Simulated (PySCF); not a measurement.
C8H6N2O, SMILES c1(-c2occc2)cncnc1. Atoms are numbered in the order given.

```xyz
17

C     -0.5892    -3.1955     0.0000
C      0.7642    -3.0011     0.0000
O      1.0482    -1.6761     0.0000
C     -0.1335    -0.9926     0.0000
C     -0.0638     0.4582     0.0000
C      1.1594     1.1547     0.0000
N      1.2233     2.4844     0.0000
C      0.0633     3.1435     0.0000
N     -1.1553     2.5957     0.0000
C     -1.2146     1.2678     0.0000
C     -1.1759    -1.8907     0.0000
H     -1.1075    -4.1515     0.0000
H      1.6171    -3.6741     0.0000
H      2.1049     0.6032     0.0000
H      0.1139     4.2385     0.0000
H     -2.2138     0.8167     0.0000
H     -2.2360    -1.6499     0.0000
```
Charge 0, spin multiplicity 1.

The structure is a stationary point at B3LYP-D3(BJ)/def2-SVP. Other conformers were not sampled.

Two levels are set side by side: PBE/pcSseg-1 (PySCF) and PBE0/pcSseg-1 (PySCF). GIAO shifts against H2O (¹⁷O), NH3 (¹⁵N), TMS (¹H), TMS (¹³C) at the same level; non-relativistic, no solvent, atoms listed together averaged. Differences are taken from unrounded values.

```tsv
quantity	PBE0
δ(¹³C) of C1 (ppm)	120.8
δ(¹³C) of C2 (ppm)	151.1
δ(¹⁷O) of O3 (ppm)	299.1
δ(¹³C) of C4 (ppm)	156.7
δ(¹³C) of C5 (ppm)	130.5
δ(¹³C) of C6, C10 (ppm)	158.8
δ(¹³C) of C8 (ppm)	166.5
δ(¹³C) of C11 (ppm)	115.6
δ(¹H) of H12 (ppm)	7.05
δ(¹H) of H13 (ppm)	7.88
δ(¹H) of H15 (ppm)	9.56
δ(¹H) of H17 (ppm)	7.44
```

### Question
What does PBE give, and how far is it from PBE0? (Estimate from the structure and the level; the computed values follow.)

### Answer

```json
[
 {"quantity": "δ(¹³C) of C1 (ppm)", "PBE": "119.2", "PBE minus PBE0": "-1.7"},
 {"quantity": "δ(¹³C) of C2 (ppm)", "PBE": "148.4", "PBE minus PBE0": "-2.8"},
 {"quantity": "δ(¹⁷O) of O3 (ppm)", "PBE": "307.1", "PBE minus PBE0": "8.0"},
 {"quantity": "δ(¹³C) of C4 (ppm)", "PBE": "155.1", "PBE minus PBE0": "-1.6"},
 {"quantity": "δ(¹³C) of C5 (ppm)", "PBE": "128.6", "PBE minus PBE0": "-1.9"},
 {"quantity": "δ(¹³C) of C6, C10 (ppm)", "PBE": "154.9", "PBE minus PBE0": "-3.9"},
 {"quantity": "δ(¹³C) of C8 (ppm)", "PBE": "163.5", "PBE minus PBE0": "-3.0"},
 {"quantity": "δ(¹³C) of C11 (ppm)", "PBE": "113.6", "PBE minus PBE0": "-2.0"},
 {"quantity": "δ(¹H) of H12 (ppm)", "PBE": "6.92", "PBE minus PBE0": "-0.12"},
 {"quantity": "δ(¹H) of H13 (ppm)", "PBE": "7.76", "PBE minus PBE0": "-0.12"},
 {"quantity": "δ(¹H) of H15 (ppm)", "PBE": "9.50", "PBE minus PBE0": "-0.06"},
 {"quantity": "δ(¹H) of H17 (ppm)", "PBE": "7.33", "PBE minus PBE0": "-0.11"}
]
```

Rough cost on one machine, each run with all the roots and properties that it gave: PBE0 against PBE within a factor of 2.
